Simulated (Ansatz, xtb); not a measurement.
**Isomers of C2H2BNa in order of energy**

4 gas-phase structures of C2H2BNa, found in a search over its isomers (lower ones may exist). Each was relaxed with GFN2-xTB:

A. `[Na][C]1=CB1`, a singlet
B. `C#C[BH][Na]`, a singlet
C. `[Na][B]1C=C1`, a singlet
D. `BC#[C][Na]`, a singlet

Task: Which do you expect lowest at r2SCAN-D4/def2-SVP, and how would the others follow?

Result: Calculated order at r2SCAN-D4/def2-SVP: D (0.000), A (0.030), C (0.439), B (1.181) eV. Less than 1 kcal/mol parts D and A, so the order within that pair means little.

Energies above the lowest of each column, in eV; the last columns are at PBE0-D3(BJ)/pcseg-1 geometries and were run for some of them only (a dash: not run or not comparable):

```csv
structure,GFN2-xTB,HF/STO-3G,r2SCAN-D4/def2-SVP,PBE0-D3(BJ)/pcseg-1,CCSD(T)/def2-TZVPP
D,0.000,0.000,0.000,0.000,0.000
A,0.744,0.324,0.030,0.009,0.332
C,0.981,1.472,0.439,0.359,0.670
B,0.995,2.296,1.181,–,–
```

Every level run on D puts it lowest or level with the lowest. Frequencies (PBE0-D3(BJ)/pcseg-1) were run for A, C, D alone.

Over these structures GFN2-xTB departs from r2SCAN-D4/def2-SVP by 0.361 eV on average once a common shift is removed. A GFN2-xTB relaxation took about 0.062 s and the r2SCAN-D4/def2-SVP energy about 1.9 s on a shared host (Ansatz 0.2.0, xtb 6.7.1).
